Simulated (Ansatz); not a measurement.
Stepwise reaction of `[NH2][Ti]([F])([F])[F]` with water, as a gas-phase model of exchange steps in deposition or etching. ΔE in kJ/mol; ΔG adds harmonic PBE0-D4 terms to CCSD(T)/CBS, at 1 bar.

Program: Ansatz. Geometries: PBE0-D4/def2-TZVP. ΔE: electronic, gas phase. CCSD(T)/CBS is the MP2 limit (def2-TZVPP, def2-QZVPP) plus CCSD(T) − MP2 in def2-TZVPP, frozen cores. This one scheme is used for every species. DFT in def2-TZVPP. B3LYP here is the variant with VWN-RPA as its local correlation; programs differ in this. For Ti outer-core shells are correlated without core-valence functions, which leaves a few kJ/mol of doubt a bond. Scalar relativity is left out up to krypton. One conformer a species, not always the lowest.

| step | reaction | PBE-D4 | B3LYP-D4 | ωB97M-V | CCSD(T)/CBS | ΔG(600 K) |
| --- | --- | --- | --- | --- | --- | --- |
| 1 | `[NH2][Ti]([F])([F])[F]` + H₂O → `[NH2][Ti]([OH])([F])[F]` + H–F | 47.8 | 44.9 | 46.3 | 38.4 | 39.6 |
| 3 | `[NH2][Ti]([OH])([OH])[F]` + H₂O → `[NH2][Ti]([OH])([OH])[OH]` + H–F | 53.1 | 52.9 | 54.0 | 46.1 | 49.2 |

(1) Give the row of step 2, `[NH2][Ti]([OH])([F])[F]` + H₂O → `[NH2][Ti]([OH])([OH])[F]` + H–F. (Estimate.)

(2) By hand: ΔE of the 3 steps together at CCSD(T)/CBS.

Results:

(1) Computed: 
```csv
step,reaction,PBE-D4,B3LYP-D4,ωB97M-V,CCSD(T)/CBS,ΔG(600 K)
2,`[NH2][Ti]([OH])([F])[F]` + H₂O → `[NH2][Ti]([OH])([OH])[F]` + H–F,53.3,51.6,52.8,45.1,45.5
```

(2) (38.4) + (45.1) + (46.1) = 129.6 kJ/mol, or 43.2 kJ/mol a step.

In ΔE step 1 is the lowest and step 3 the highest. All are uphill at CCSD(T)/CBS. ΔG lies between 39.6 and 49.2 kJ/mol a step. PBE-D4 differs from CCSD(T)/CBS by 7.0 to 9.4 kJ/mol a step. Isolated molecules leave out the surface, adducts and barriers. Largest T1 diagnostic: 0.024.
